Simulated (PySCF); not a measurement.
F$_{6}$Se, charge -1, doublet, geometry from GFN2-xTB (a state made from the parent by changing its charge; the spin is typed, not shown lowest). Base run: DF-PBE/cc-pVDZ (PySCF).

Here is a job for PySCF.
```python
from pyscf import gto, scf, dft

mol = gto.M(
    atom='''
F     1.073325   -1.779691   -0.247222
Se    0.058334   -0.005759   -0.097854
F     1.427378    1.513327   -0.229955
F    -1.228817   -1.079439    0.490230
F    -1.195370    0.137501   -1.712492
F     0.674935   -0.080780    1.566347
F    -0.971824    1.310836    0.502764
''',
    basis='cc-pvdz',
    charge=-1,
    spin=1,
    verbose=4,
)

mf = dft.UKS(mol)
mf.xc = 'pbe'
mf = mf.density_fit(auxbasis='def2-universal-jkfit')
mf.kernel()
```

The base run was repeated with changes; each row names its change, and settings that it needs were set with it.

```csv
change,basis functions,E (Eh),HOMO (eV)
base,111,-2999.67131,-1.76
basis = x2c-SVPall; relativity = none (without mf = mf.density_fit(auxbasis='def2-universal-jkfit')),116,-2986.80071,-1.69
basis = x2c-SVPall; relativity = spin-free X2C; nucleus = Gaussian (with nucmod='G'; without mf = mf.density_fit(auxbasis='def2-universal-jkfit')),116,-3027.65534,-2.02
basis = cc-pVDZ-DK; relativity = none (without mf = mf.density_fit(auxbasis='def2-universal-jkfit')),111,-2982.98657,-1.62
basis = cc-pVDZ-DK; relativity = spin-free X2C; nucleus = Gaussian (with nucmod='G'; without mf = mf.density_fit(auxbasis='def2-universal-jkfit')),111,-3028.47509,-1.92
basis = jorge-DZP-DKH; relativity = none (without mf = mf.density_fit(auxbasis='def2-universal-jkfit')),133,-2993.22709,-2.76
basis = jorge-DZP-DKH; relativity = spin-free X2C (without mf = mf.density_fit(auxbasis='def2-universal-jkfit')),133,-3028.56295,-2.94
basis = x2c-SVPall; relativity = spin-free X2C (without mf = mf.density_fit(auxbasis='def2-universal-jkfit')),116,-3027.66968,-2.02
basis = cc-pVDZ-DK; relativity = spin-free X2C (without mf = mf.density_fit(auxbasis='def2-universal-jkfit')),111,-3028.49129,-1.92
basis = jorge-DZP-DKH; relativity = spin-free X2C; nucleus = Gaussian (with nucmod='G'; without mf = mf.density_fit(auxbasis='def2-universal-jkfit')),133,-3028.54641,-2.94
```

Total energies compare only within one method and basis.

Open shells are given as the SCF converged; they aren't shown to be the lowest states, and a large step between rows can be another state.

Basis sets contracted for a relativistic Hamiltonian are a mismatch without it, so the rows without relativity aren't non-relativistic limits. No row has spin-orbit coupling; sets with core potentials leave out the core electrons.
